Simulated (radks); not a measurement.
Values are calculated unless marked as measured or tabulated.
P2+, configuration [Ne] 3s2 3p1. Level of theory: scalar-relativistic Kohn-Sham, PBE, spin-unpolarised, spherical densities, finite nucleus; Fermi nuclear charge, rms radius 3.1889 fm (a radial shooting solver on a logarithmic mesh with Libxc functionals).

Unscreened Slater integrals over Kohn-Sham orbitals (cm^-1).

F0(3p,3p): 100440
F2(3p,3p): 51361
F0(3p,3s): 106290
G1(3p,3s): 70805
F0(3p,2p): 136110
F2(3p,2p): 22999
G0(3p,2p): 9439.1
G2(3p,2p): 9297.8
F0(3p,2s): 134720
G1(3p,2s): 7312.1
F0(3s,3s): 113380
F0(3s,2p): 150170
G1(3s,2p): 11253
F0(3s,2s): 149030
G0(3s,2s): 8965.9
F0(2p,2p): 416570
F2(2p,2p): 191950
F0(2p,2s): 396570
G1(2p,2s): 235890
F0(2s,2s): 383470

Derived for the open shells (J is the average intra-shell exchange parameter used in DFT+U). 3p: J = F2/5 = 10270 cm^-1.
